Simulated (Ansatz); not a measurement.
Born–Oppenheimer molecular dynamics of CH$_{10}$B$_{2}$SSi$_{2}$ (16 atoms, charge 0, multiplicity 1). It starts from a relaxed structure.

Theory: UKS PBE/STO-3G in Ansatz.

```json
{
  "ensemble": "NVT, Nosé–Hoover chain",
  "time step": "0.5 fs",
  "steps asked": "183",
  "set temperature": "3000 K",
  "thermostat": "time constant 100 fs, chain length 3",
  "seed": "878498"
}
```

Frames 0.5 fs apart, positions in Å.

Velocities at 80 fs (Å/ps):

```
B 6.00 5.26 -16.33
Si 2.16 -1.05 7.28
B -1.18 -5.71 30.47
S 6.35 -8.18 -1.21
Si -16.26 0.64 5.60
C 12.68 26.70 -12.07
H -35.14 39.00 -55.23
H 21.88 37.61 1.41
H 16.85 -49.92 -44.21
H -72.03 -43.67 5.74
H 11.62 9.80 -31.26
H -66.45 -12.64 -21.70
H 63.67 4.13 -47.75
H 2.19 -24.43 -77.86
H 5.97 -40.18 -33.94
H 39.43 38.52 -23.33
```

```xyz
16
Properties=species:S:1:pos:R:3 time_fs=80 energy_less_start_eV=1.948 T=2441
B 0.058 -1.546 -1.876
Si 0.564 -0.300 -0.554
B 1.364 -0.880 1.062
S 1.714 -2.562 1.130
Si -0.857 1.576 -0.391
C -0.208 2.490 1.115
H 0.025 -2.744 -2.183
H 0.137 -0.940 -2.871
H 1.688 0.153 -1.405
H 1.787 -0.168 1.894
H 0.886 -2.999 -0.028
H -0.616 2.518 -1.564
H -2.294 1.512 -0.411
H 0.233 2.068 1.985
H 0.453 3.278 0.912
H -1.123 2.863 1.391
16
Properties=species:S:1:pos:R:3 time_fs=80.5 energy_less_start_eV=2.128 T=2352
B 0.061 -1.544 -1.885
Si 0.565 -0.301 -0.550
B 1.364 -0.883 1.077
S 1.717 -2.566 1.130
Si -0.865 1.576 -0.388
C -0.201 2.503 1.109
H 0.007 -2.723 -2.209
H 0.147 -0.920 -2.872
H 1.696 0.128 -1.427
H 1.751 -0.190 1.897
H 0.894 -2.993 -0.041
H -0.649 2.511 -1.574
H -2.263 1.514 -0.434
H 0.234 2.054 1.947
H 0.457 3.260 0.894
H -1.107 2.885 1.382
16
Properties=species:S:1:pos:R:3 time_fs=81 energy_less_start_eV=2.302 T=2265
B 0.065 -1.542 -1.894
Si 0.566 -0.301 -0.547
B 1.363 -0.886 1.092
S 1.720 -2.570 1.129
Si -0.873 1.577 -0.385
C -0.195 2.515 1.102
H -0.011 -2.700 -2.232
H 0.156 -0.901 -2.873
H 1.704 0.104 -1.447
H 1.716 -0.211 1.902
H 0.905 -2.986 -0.051
H -0.682 2.501 -1.581
H -2.235 1.514 -0.456
H 0.237 2.035 1.913
H 0.466 3.249 0.872
H -1.097 2.913 1.377
16
Properties=species:S:1:pos:R:3 time_fs=81.5 energy_less_start_eV=2.409 T=2214
B 0.068 -1.540 -1.903
Si 0.567 -0.301 -0.543
B 1.362 -0.889 1.107
S 1.723 -2.575 1.128
Si -0.880 1.577 -0.383
C -0.189 2.528 1.095
H -0.030 -2.676 -2.253
H 0.163 -0.881 -2.876
H 1.711 0.081 -1.466
H 1.683 -0.229 1.911
H 0.920 -2.976 -0.056
H -0.715 2.489 -1.586
H -2.214 1.512 -0.477
H 0.242 2.010 1.884
H 0.481 3.246 0.847
H -1.095 2.946 1.377
16
Properties=species:S:1:pos:R:3 time_fs=82 energy_less_start_eV=2.417 T=2216
B 0.071 -1.538 -1.912
Si 0.567 -0.301 -0.540
B 1.361 -0.893 1.121
S 1.726 -2.579 1.127
Si -0.887 1.577 -0.381
C -0.184 2.540 1.088
H -0.049 -2.652 -2.272
H 0.169 -0.862 -2.880
H 1.717 0.059 -1.482
H 1.653 -0.243 1.926
H 0.939 -2.966 -0.056
H -0.747 2.476 -1.588
H -2.202 1.508 -0.496
H 0.249 1.981 1.859
H 0.501 3.250 0.818
H -1.097 2.983 1.382
16
Properties=species:S:1:pos:R:3 time_fs=82.5 energy_less_start_eV=2.343 T=2262
B 0.074 -1.536 -1.922
Si 0.568 -0.301 -0.536
B 1.360 -0.897 1.135
S 1.729 -2.584 1.126
Si -0.893 1.578 -0.379
C -0.179 2.551 1.080
H -0.068 -2.628 -2.289
H 0.173 -0.842 -2.884
H 1.721 0.037 -1.496
H 1.625 -0.252 1.947
H 0.960 -2.953 -0.053
H -0.778 2.460 -1.589
H -2.200 1.502 -0.513
H 0.257 1.948 1.839
H 0.528 3.260 0.786
H -1.101 3.025 1.390
16
Properties=species:S:1:pos:R:3 time_fs=83 energy_less_start_eV=2.236 T=2326
B 0.078 -1.534 -1.932
Si 0.569 -0.301 -0.533
B 1.359 -0.902 1.148
S 1.731 -2.588 1.125
Si -0.898 1.578 -0.377
C -0.175 2.562 1.072
H -0.088 -2.607 -2.304
H 0.176 -0.823 -2.889
H 1.724 0.016 -1.506
H 1.601 -0.255 1.976
H 0.985 -2.939 -0.047
H -0.807 2.444 -1.587
H -2.210 1.494 -0.528
H 0.265 1.912 1.822
H 0.558 3.275 0.752
H -1.107 3.068 1.401
16
Properties=species:S:1:pos:R:3 time_fs=83.5 energy_less_start_eV=2.158 T=2375
B 0.081 -1.531 -1.943
Si 0.569 -0.300 -0.530
B 1.357 -0.907 1.160
S 1.734 -2.593 1.125
Si -0.904 1.579 -0.375
C -0.171 2.574 1.064
H -0.108 -2.589 -2.317
H 0.177 -0.805 -2.893
H 1.726 -0.004 -1.514
H 1.579 -0.254 2.013
H 1.012 -2.925 -0.039
H -0.835 2.426 -1.585
H -2.230 1.483 -0.542
H 0.274 1.876 1.806
H 0.590 3.292 0.717
H -1.110 3.113 1.415
16
Properties=species:S:1:pos:R:3 time_fs=84 energy_less_start_eV=2.158 T=2382
B 0.085 -1.528 -1.953
Si 0.570 -0.300 -0.526
B 1.354 -0.913 1.171
S 1.737 -2.598 1.123
Si -0.908 1.579 -0.374
C -0.168 2.585 1.056
H -0.128 -2.575 -2.330
H 0.176 -0.787 -2.898
H 1.726 -0.024 -1.518
H 1.559 -0.250 2.054
H 1.041 -2.910 -0.029
H -0.860 2.408 -1.582
H -2.260 1.469 -0.554
H 0.281 1.842 1.791
H 0.621 3.309 0.681
H -1.109 3.157 1.430
16
Properties=species:S:1:pos:R:3 time_fs=84.5 energy_less_start_eV=2.255 T=2336
B 0.088 -1.525 -1.964
Si 0.571 -0.299 -0.523
B 1.352 -0.919 1.182
S 1.740 -2.603 1.123
Si -0.913 1.579 -0.372
C -0.165 2.596 1.048
H -0.149 -2.566 -2.341
H 0.175 -0.771 -2.902
H 1.724 -0.041 -1.518
H 1.540 -0.243 2.099
H 1.070 -2.894 -0.020
H -0.884 2.390 -1.579
H -2.296 1.453 -0.563
H 0.287 1.811 1.775
H 0.651 3.325 0.647
H -1.103 3.200 1.445
16
Properties=species:S:1:pos:R:3 time_fs=85 energy_less_start_eV=2.435 T=2245
B 0.091 -1.520 -1.975
Si 0.571 -0.299 -0.520
B 1.349 -0.924 1.192
S 1.743 -2.608 1.122
Si -0.917 1.580 -0.371
C -0.162 2.607 1.040
H -0.170 -2.561 -2.352
H 0.172 -0.756 -2.906
H 1.722 -0.058 -1.516
H 1.523 -0.236 2.145
H 1.099 -2.879 -0.012
H -0.905 2.373 -1.576
H -2.337 1.435 -0.569
H 0.291 1.784 1.757
H 0.677 3.337 0.616
H -1.091 3.240 1.461
16
Properties=species:S:1:pos:R:3 time_fs=85.5 energy_less_start_eV=2.659 T=2130
B 0.095 -1.516 -1.986
Si 0.572 -0.298 -0.517
B 1.347 -0.930 1.203
S 1.746 -2.613 1.121
Si -0.921 1.580 -0.370
C -0.160 2.619 1.032
H -0.192 -2.560 -2.362
H 0.167 -0.743 -2.910
H 1.718 -0.073 -1.509
H 1.506 -0.231 2.191
H 1.127 -2.865 -0.008
H -0.923 2.356 -1.575
H -2.379 1.415 -0.572
H 0.293 1.763 1.737
H 0.699 3.345 0.586
H -1.073 3.277 1.477
```

Of the whole run (92 fs, mean temperature of the second half 2054 K): The conserved energy stayed within 1.5 meV per atom of its start (net change 1.4 meV per atom), so the integration is sound. The mean temperature of the second half is 32 % below the set value. A run of 0.091 ps of so small a system gives no equilibrium averages. Limits of this set-up: minimal basis.

Run time: 19 min on 1 thread of AMD EPYC 7R43 64-Core Processor (Zen 3), on a shared host, peak memory 0.16 GiB.
